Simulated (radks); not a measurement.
The nuclear charge of neutral silver is varied continuously with 47 electrons held in [Kr] 4d10 5s1. All-electron calculation, scalar-relativistic Kohn-Sham, PBEsol, spin-unpolarised, spherical densities, point nucleus. Program: a radial shooting solver on a logarithmic mesh with Libxc functionals. By the Hellmann-Feynman theorem dE/dZ = E(electron-nucleus)/Z, the electronic potential at the nucleus. The scalar-relativistic energy here is not variational (the density holds large components alone), so the two differ by a part that grows with Z.

\begin{tabular}{lrrrrr}
Z & E (hartree) & E(electron-nucleus)/Z (hartree) & HOMO & e(HOMO) (eV) & <r> HOMO (bohr) \\ \hline
46.75 & -5245.22551 & -271.308 & 5s & -2.629 & 3.333 \\
47 & -5313.50360 & -273.333 & 5s & -4.421 & 3.134 \\
47.25 & -5382.29139 & -275.355 & 5s & -6.376 & 2.976 \\
47.5 & -5451.58836 & -277.375 & 5s & -8.478 & 2.844 \\
47.75 & -5521.39421 & -279.394 & 5s & -10.715 & 2.731 \\
48 & -5591.70875 & -281.413 & 5s & -13.078 & 2.633 \\
\end{tabular}

The central difference of E at Z = 47 is -274.132 hartree, to compare with the third column; the second derivative is -8.16 hartree.
